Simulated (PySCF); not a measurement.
## Magnetic susceptibility: `C[S@@](=O)[C@H]1C[C@H]1NC=O`, C₅H₉NO₂S

Geometry:
```
atom   x (Å)   y (Å)   z (Å)
  C1  -2.000   0.839  -1.218
  S2  -1.859  -0.715  -0.231
  O3  -1.175  -1.691  -1.095
  C4  -0.562  -0.063   0.888
  C5   0.489  -1.032   1.341
  C6   0.852   0.067   0.390
  N7   1.155  -0.250  -0.964
  C8   2.038   0.462  -1.685
  O9   2.647   1.427  -1.292
 H10  -2.645   0.634  -2.066
 H11  -2.449   1.593  -0.582
 H12  -1.023   1.156  -1.562
 H13  -0.963   0.662   1.581
 H14   0.424  -2.028   0.926
 H15   0.841  -0.996   2.360
 H16   1.452   0.901   0.737
 H17   0.625  -1.021  -1.360
 H18   2.145   0.061  -2.710
```

Method: GIAO HF/pcSseg-1 magnetisability, rotational g tensor and spin-rotation constants, non-relativistic, gas phase (PySCF). Geometry: GFN2-xTB.

(1) How diamagnetic is it, and how anisotropic?

(2) Split it along the inertial axes a, b, c into diamagnetic and paramagnetic parts about the centre of mass, with the quadrupole moment.

(3) And the rotational g tensor?

Answers

(1) Isotropic -1484 × 10⁻³⁰ J/T², or -89.4 × 10⁻⁶ cm³/mol; principal values -1594, -1484, -1374 × 10⁻³⁰ J/T², anisotropy 190 × 10⁻³⁰ J/T² (root of half the summed squared differences of the principal values). The susceptibility is in cgs units.

(2) 
```csv
axis,χ (10⁻⁶ cm³/mol),diamagnetic (10⁻⁶ cm³/mol),paramagnetic (10⁻⁶ cm³/mol),summed x² of all electrons (Å²),quadrupole Θ (D Å)
a,-84.4,-666.2,581.8,247.1,-19.21
b,-89.9,-1291.1,1201.2,99.8,+14.71
c,-93.8,-1471.9,1378.1,57.2,+4.50
```
Anisotropies 2χaa − χbb − χcc = +15.0 and 2χbb − χaa − χcc = -1.6 × 10⁻⁶ cm³/mol. Θ is traceless in Buckingham's convention.

(3) 
| axis | rotational constant (GHz) | g | nuclear part | electronic part |
| --- | --- | --- | --- | --- |
| a | 2.2805 | -0.0200 | 0.6033 | -0.6233 |
| b | 0.9712 | -0.0151 | 0.5330 | -0.5481 |
| c | 0.8521 | -0.0093 | 0.5423 | -0.5516 |

Asymmetric top; isotopes 12C, 1H, 14N, 16O, 32S; no vibrational averaging.
